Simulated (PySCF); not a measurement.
Calculation: B3LYP-D3(BJ)/def2-TZVP // PBE0-D4/def2-TZVP (PySCF). Gas-phase values, no solvent. One relaxed conformer stands for a flexible species; it need not be the lowest. B3LYP has the VWN-RPA correlation part, as in Gaussian. 

Reference species (SMILES): `F[SiH2]` (neutral, multiplicity 2).

```
Property                          Value
-----------------------------  --------
highest occupied spin orbital  -6.27 eV
```

Changed species: `C([SiH2])(=O)C` (radical fragment; the reference has radical fragment).

Q: Predict the effect on the highest occupied spin orbital.

A: the highest occupied spin orbital goes up by 0.23 eV, to -6.04 eV.
